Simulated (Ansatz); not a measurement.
Cartesian coordinates in Å:
```
Si 1.1142 1.2695 -0.2577
C -0.2351 0.0133 -0.5195
S -1.7149 0.4185 0.4976
Ga -0.1657 -1.6432 0.5774
H 2.3403 0.7819 -0.9427
H 0.7603 2.6117 -0.7981
H 1.3811 1.4065 1.1988
H -0.5171 -0.0665 -1.5682
H -2.6092 -0.3475 -0.1527
H 0.6893 -1.6033 1.8824
H -1.0432 -2.8408 0.0828
```

Charge 0, multiplicity 1.

List the CAM-B3LYP/def2-TZVPP orbital energies in eV (the Gaussian-basis code of Ansatz). (Best estimate.)

Ansatz gave: Occupied: -10139.33, -2420.76, -1800.88, -1251.00, -1108.30, -1108.19, -1108.18, -279.34, -218.74, -163.34, -163.24, -163.12, -151.31, -145.47, -104.80, -104.53, -104.51, -100.79, -100.79, -100.78, -24.78, -24.60, -24.44, -24.39, -24.33, -23.72, -19.61, -16.29, -14.82, -14.12, -11.73, -11.65, -11.14, -10.87, -10.17, -9.82, -8.24. Lowest empty: 0.16, 0.72, 1.33, 2.07, 2.28, 2.36, 2.61, 2.80.
